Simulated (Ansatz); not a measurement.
Ansatz (an electronic-structure program) input (B3LYP-D3(BJ)/def2-TZVP):

Ansatz 0.2 input:
```yaml
crystal:
  periodic: [false, false, false]
  atoms:
    - {symbol: C, position_ang: [-0.07355314, -0.73423476, 0.45158091]}
    - {symbol: C, position_ang: [0.64868494, 0.08708791, -0.25732838]}
    - {symbol: O, position_ang: [0.48399714, 1.16352939, -0.99496685]}
    - {symbol: H, position_ang: [-1.16501156, -0.73101427, 0.44466798]}
    - {symbol: H, position_ang: [0.38026720, -1.52187935, 1.02528357]}
    - {symbol: H, position_ang: [-0.27025757, 1.71804132, -0.73243404]}
basis:
  gaussian:
    orbitals: def2-TZVP
hamiltonian:
  xc: b3lyp
  dispersion: d3bj
magnetization: {spin_polarized: true, initial_magnetization: 1}
relax: {f_tol: 0.002, max_steps: 150}
```

Output:

```
Functional definition: B3LYP
integrals: 0.02 GiB planned
643 factors; their error is unknown
mean field: 0.35 GiB planned
mean field evaluation 1: about -4162.0414 eV, gradient 4.0e1 eV
mean field evaluation 2: about -4159.3613 eV, gradient 4.6e1 eV
mean field evaluation 4: about -4168.6021 eV, gradient 2.8e0 eV
mean field evaluation 8: about -4168.6409 eV, gradient 2.9e-1 eV
mean field evaluation 16: about -4168.6413 eV, gradient 2.3e-4 eV
mean field -4168.64132632 eV, -153.1947431358 hartree, gradient 1.7e-5 eV, S^2 0.756864; 0 other end points of the search recorded, 0 dependent functions left out
the calculation of the forces begins
reference -4168.64153371 eV, -153.1947507573 hartree; 12, 11 occupied and 99, 100 virtual orbitals, 643 factors
relax step   1: F+E_penalty+E_count = -4168.76185580 eV  Δ(F+E_penalty+E_count) = +0.000e0 eV  max|allowed force component| = 6.189e-1 eV/Å  Δτ_max = 0.0000 Å  (32 SCF iters, accepted)
these checks for a lower state are left out or cut short: starts, cluster_reference, orbital_swaps, neighbouring_geometries, increment
integrals: 0.02 GiB planned
643 factors; their error is unknown
mean field: 0.35 GiB planned
mean field -4168.65102460 eV, -153.1950995410 hartree, gradient 2.2e-5 eV, S^2 0.757223; 0 other end points of the search recorded, 0 dependent functions left out
the calculation of the forces begins
reference -4168.65123234 eV, -153.1951071751 hartree; 12, 11 occupied and 99, 100 virtual orbitals, 643 factors
relax step   2: F+E_penalty+E_count = -4168.77170097 eV  Δ(F+E_penalty+E_count) = -9.845e-3 eV  max|allowed force component| = 2.480e-1 eV/Å  Δτ_max = 0.0324 Å  (37 SCF iters, accepted)
these checks for a lower state are left out or cut short: starts, cluster_reference, orbital_swaps, neighbouring_geometries, increment
integrals: 0.02 GiB planned
643 factors; their error is unknown
mean field: 0.35 GiB planned
mean field evaluation 32: about -4168.6574 eV, gradient 1.2e-5 eV
mean field -4168.65739441 eV, -153.1953336270 hartree, gradient 1.2e-5 eV, S^2 0.757377; 0 other end points of the search recorded, 0 dependent functions left out
the calculation of the forces begins
reference -4168.65760210 eV, -153.1953412597 hartree; 12, 11 occupied and 99, 100 virtual orbitals, 643 factors
relax step   3: F+E_penalty+E_count = -4168.77818518 eV  Δ(F+E_penalty+E_count) = -6.484e-3 eV  max|allowed force component| = 1.408e-1 eV/Å  Δτ_max = 0.0159 Å  (36 SCF iters, accepted)
these checks for a lower state are left out or cut short: starts, cluster_reference, orbital_swaps, neighbouring_geometries, increment
integrals: 0.02 GiB planned
643 factors; their error is unknown
mean field: 0.35 GiB planned
mean field -4168.65860659 eV, -153.1953781738 hartree, gradient 2.6e-5 eV, S^2 0.757282; 0 other end points of the search recorded, 0 dependent functions left out
the calculation of the forces begins
reference -4168.65881466 eV, -153.1953858205 hartree; 12, 11 occupied and 99, 100 virtual orbitals, 643 factors
relax step   4: F+E_penalty+E_count = -4168.77964938 eV  Δ(F+E_penalty+E_count) = -1.464e-3 eV  max|allowed force component| = 4.463e-1 eV/Å  Δτ_max = 0.0464 Å  (38 SCF iters, accepted)
these checks for a lower state are left out or cut short: starts, cluster_reference, orbital_swaps, neighbouring_geometries, increment
integrals: 0.02 GiB planned
643 factors; their error is unknown
mean field: 0.35 GiB planned
mean field -4168.66437935 eV, -153.1955903189 hartree, gradient 2.1e-5 eV, S^2 0.757361; 0 other end points of the search recorded, 0 dependent functions left out
the calculation of the forces begins
reference -4168.66458757 eV, -153.1955979708 hartree; 12, 11 occupied and 99, 100 virtual orbitals, 643 factors
relax step   5: F+E_penalty+E_count = -4168.78557946 eV  Δ(F+E_penalty+E_count) = -5.930e-3 eV  max|allowed force component| = 2.061e-1 eV/Å  Δτ_max = 0.0303 Å  (38 SCF iters, accepted)
these checks for a lower state are left out or cut short: starts, cluster_reference, orbital_swaps, neighbouring_geometries, increment
integrals: 0.02 GiB planned
643 factors; their error is unknown
mean field: 0.35 GiB planned
[...]
these checks for a lower state are left out or cut short: starts, cluster_reference, orbital_swaps, neighbouring_geometries, increment
integrals: 0.02 GiB planned
643 factors; their error is unknown
mean field: 0.35 GiB planned
mean field -4168.69902173 eV, -153.1968634031 hartree, gradient 8.9e-5 eV, S^2 0.758536; 0 other end points of the search recorded, 0 dependent functions left out
the calculation of the forces begins
reference -4168.69923485 eV, -153.1968712348 hartree; 12, 11 occupied and 99, 100 virtual orbitals, 643 factors
relax step  15: F+E_penalty+E_count = -4168.81799637 eV  Δ(F+E_penalty+E_count) = -8.878e-3 eV  max|allowed force component| = 1.016e0 eV/Å  Δτ_max = 0.1097 Å  (37 SCF iters, accepted)
these checks for a lower state are left out or cut short: starts, cluster_reference, orbital_swaps, neighbouring_geometries, increment
integrals: 0.02 GiB planned
643 factors; their error is unknown
mean field: 0.35 GiB planned
mean field -4168.74962745 eV, -153.1987231289 hartree, gradient 1.9e-5 eV, S^2 0.756895; 0 other end points of the search recorded, 0 dependent functions left out
the calculation of the forces begins
reference -4168.74983768 eV, -153.1987308547 hartree; 12, 11 occupied and 99, 100 virtual orbitals, 643 factors
relax step  16: F+E_penalty+E_count = -4168.86775109 eV  Δ(F+E_penalty+E_count) = -4.975e-2 eV  max|allowed force component| = 7.058e-1 eV/Å  Δτ_max = 0.1688 Å  (42 SCF iters, accepted)
these checks for a lower state are left out or cut short: starts, cluster_reference, orbital_swaps, neighbouring_geometries, increment
integrals: 0.02 GiB planned
643 factors; their error is unknown
mean field: 0.35 GiB planned
mean field evaluation 128: about -4168.7056 eV, gradient 3.1e-1 eV
mean field -4168.70573812 eV, -153.1971102256 hartree, gradient 2.3e-5 eV, S^2 0.756272; 0 other end points of the search recorded, 0 dependent functions left out
the calculation of the forces begins
reference -4168.70594540 eV, -153.1971178431 hartree; 12, 11 occupied and 99, 100 virtual orbitals, 643 factors
relax step  17: F+E_penalty+E_count = -4168.82440191 eV  Δ(F+E_penalty+E_count) = +4.335e-2 eV  max|allowed force component| = 9.069e-1 eV/Å  Δτ_max = 0.1418 Å  (43 SCF iters, rejected (line search))
these checks for a lower state are left out or cut short: starts, cluster_reference, orbital_swaps, neighbouring_geometries, increment
integrals: 0.02 GiB planned
643 factors; their error is unknown
mean field: 0.35 GiB planned
mean field -4168.75710408 eV, -153.1989978899 hartree, gradient 1.7e-5 eV, S^2 0.757027; 0 other end points of the search recorded, 0 dependent functions left out
the calculation of the forces begins
reference -4168.75731247 eV, -153.1990055481 hartree; 12, 11 occupied and 99, 100 virtual orbitals, 643 factors
relax step  18: F+E_penalty+E_count = -4168.87515266 eV  Δ(F+E_penalty+E_count) = -7.402e-3 eV  max|allowed force component| = 4.460e-1 eV/Å  Δτ_max = 0.0692 Å  (38 SCF iters, accepted)
these checks for a lower state are left out or cut short: starts, cluster_reference, orbital_swaps, neighbouring_geometries, increment
integrals: 0.02 GiB planned
643 factors; their error is unknown
mean field: 0.35 GiB planned
mean field -4168.75944541 eV, -153.1990839321 hartree, gradient 2.1e-5 eV, S^2 0.756840; 0 other end points of the search recorded, 0 dependent functions left out
the calculation of the forces begins
reference -4168.75965356 eV, -153.1990915814 hartree; 12, 11 occupied and 99, 100 virtual orbitals, 643 factors
relax step  19: F+E_penalty+E_count = -4168.87737328 eV  Δ(F+E_penalty+E_count) = -2.221e-3 eV  max|allowed force component| = 2.344e-1 eV/Å  Δτ_max = 0.0272 Å  (37 SCF iters, accepted)
these checks for a lower state are left out or cut short: starts, cluster_reference, orbital_swaps, neighbouring_geometries, increment
integrals: 0.02 GiB planned
643 factors; their error is unknown
mean field: 0.35 GiB planned
mean field -4168.76423458 eV, -153.1992599309 hartree, gradient 2.7e-5 eV, S^2 0.756583; 0 other end points of the search recorded, 0 dependent functions left out
the calculation of the forces begins
reference -4168.76444278 eV, -153.1992675820 hartree; 12, 11 occupied and 99, 100 virtual orbitals, 643 factors
relax step  20: F+E_penalty+E_count = -4168.88221975 eV  Δ(F+E_penalty+E_count) = -4.846e-3 eV  max|allowed force component| = 1.322e-1 eV/Å  Δτ_max = 0.0168 Å  (37 SCF iters, accepted)
these checks for a lower state are left out or cut short: starts, cluster_reference, orbital_swaps, neighbouring_geometries, increment
integrals: 0.02 GiB planned
643 factors; their error is unknown
mean field: 0.35 GiB planned
mean field evaluation 160: about -4168.7647 eV, gradient 3.9e-3 eV
mean field -4168.76470158 eV, -153.1992770928 hartree, gradient 2.2e-5 eV, S^2 0.756516; 0 other end points of the search recorded, 0 dependent functions left out
the calculation of the forces begins
reference -4168.76490968 eV, -153.1992847405 hartree; 12, 11 occupied and 99, 100 virtual orbitals, 643 factors
relax step  21: F+E_penalty+E_count = -4168.88273904 eV  Δ(F+E_penalty+E_count) = -5.193e-4 eV  max|allowed force component| = 3.568e-2 eV/Å  Δτ_max = 0.0086 Å  (38 SCF iters, accepted)
these checks for a lower state are left out or cut short: starts, cluster_reference, orbital_swaps, neighbouring_geometries, increment
integrals: 0.02 GiB planned
643 factors; their error is unknown
mean field: 0.35 GiB planned
mean field -4168.76489567 eV, -153.1992842256 hartree, gradient 2.4e-5 eV, S^2 0.756587; 0 other end points of the search recorded, 0 dependent functions left out
the calculation of the forces begins
reference -4168.76510374 eV, -153.1992918719 hartree; 12, 11 occupied and 99, 100 virtual orbitals, 643 factors
relax step  22: F+E_penalty+E_count = -4168.88289759 eV  Δ(F+E_penalty+E_count) = -1.585e-4 eV  max|allowed force component| = 8.839e-3 eV/Å  Δτ_max = 0.0042 Å  (39 SCF iters, accepted)
these checks for a lower state are left out or cut short: starts, cluster_reference, orbital_swaps, neighbouring_geometries, increment
integrals: 0.02 GiB planned
643 factors; their error is unknown
mean field: 0.35 GiB planned
mean field -4168.76491448 eV, -153.1992849167 hartree, gradient 2.3e-5 eV, S^2 0.756585; 0 other end points of the search recorded, 0 dependent functions left out
the calculation of the forces begins
reference -4168.76512253 eV, -153.1992925625 hartree; 12, 11 occupied and 99, 100 virtual orbitals, 643 factors
relax step  23: F+E_penalty+E_count = -4168.88290603 eV  Δ(F+E_penalty+E_count) = -8.444e-6 eV  max|allowed force component| = 3.558e-3 eV/Å  Δτ_max = 0.0014 Å  (39 SCF iters, accepted)
these checks for a lower state are left out or cut short: starts, cluster_reference, orbital_swaps, neighbouring_geometries, increment
integrals: 0.02 GiB planned
643 factors; their error is unknown
mean field: 0.35 GiB planned
mean field -4168.76492662 eV, -153.1992853628 hartree, gradient 2.3e-5 eV, S^2 0.756579; 0 other end points of the search recorded, 0 dependent functions left out
the calculation of the forces begins
reference -4168.76513464 eV, -153.1992930075 hartree; 12, 11 occupied and 99, 100 virtual orbitals, 643 factors
relax step  24: F+E_penalty+E_count = -4168.88290960 eV  Δ(F+E_penalty+E_count) = -3.565e-6 eV  max|allowed force component| = 2.043e-3 eV/Å  Δτ_max = 0.0019 Å  (39 SCF iters, accepted)
these checks for a lower state are left out or cut short: starts, cluster_reference, orbital_swaps, neighbouring_geometries, increment
integrals: 0.02 GiB planned
643 factors; their error is unknown
mean field: 0.35 GiB planned
mean field -4168.76493036 eV, -153.1992855002 hartree, gradient 2.3e-5 eV, S^2 0.756575; 0 other end points of the search recorded, 0 dependent functions left out
the calculation of the forces begins
reference -4168.76513840 eV, -153.1992931456 hartree; 12, 11 occupied and 99, 100 virtual orbitals, 643 factors
relax step  25: F+E_penalty+E_count = -4168.88290988 eV  Δ(F+E_penalty+E_count) = -2.792e-7 eV  max|allowed force component| = 5.304e-3 eV/Å  Δτ_max = 0.0006 Å  (40 SCF iters, accepted)
these checks for a lower state are left out or cut short: starts, cluster_reference, orbital_swaps, neighbouring_geometries, increment
integrals: 0.02 GiB planned
643 factors; their error is unknown
mean field: 0.35 GiB planned
mean field evaluation 192: about -4168.7658 eV, gradient 1.5e-4 eV
mean field -4168.76493106 eV, -153.1992855260 hartree, gradient 2.3e-5 eV, S^2 0.756577; 0 other end points of the search recorded, 0 dependent functions left out
the calculation of the forces begins
reference -4168.76513909 eV, -153.1992931709 hartree; 12, 11 occupied and 99, 100 virtual orbitals, 643 factors
relax step  26: F+E_penalty+E_count = -4168.88291054 eV  Δ(F+E_penalty+E_count) = -6.605e-7 eV  max|allowed force component| = 8.548e-4 eV/Å  Δτ_max = 0.0005 Å  (40 SCF iters, accepted)
integrals: 0.02 GiB planned
643 factors; their error is unknown
mean field: 0.35 GiB planned
mean field -4168.76493106 eV, -153.1992855260 hartree, gradient 2.3e-5 eV, S^2 0.756577; 1 other end points of the search recorded, 0 dependent functions left out
the calculation of the forces begins
reference -4168.76513909 eV, -153.1992931709 hartree; 12, 11 occupied and 99, 100 virtual orbitals, 643 factors
Total energy: -4168.88311856 eV, -153.2036288367 hartree
Atom 0 at    -0.099475    -0.814839     0.459969 Å, force     0.000044    -0.000091     0.000190 eV/Å
Atom 1 at     0.463849     0.240707    -0.083013 Å, force    -0.000855     0.000008    -0.000236 eV/Å
Atom 2 at     0.024317     1.080913    -1.018556 Å, force     0.000574    -0.000603     0.000138 eV/Å
Atom 3 at    -1.149150    -1.040671     0.283988 Å, force     0.000131     0.000325    -0.000024 eV/Å
Atom 4 at     0.464760    -1.468547     1.108521 Å, force     0.000206     0.000046    -0.000183 eV/Å
Atom 5 at     0.299826     1.983966    -0.814106 Å, force    -0.000100     0.000315     0.000114 eV/Å
Dipole moment:     0.004972     0.277752     0.053739 e Å
```

It need not be the lowest isomer of its formula.
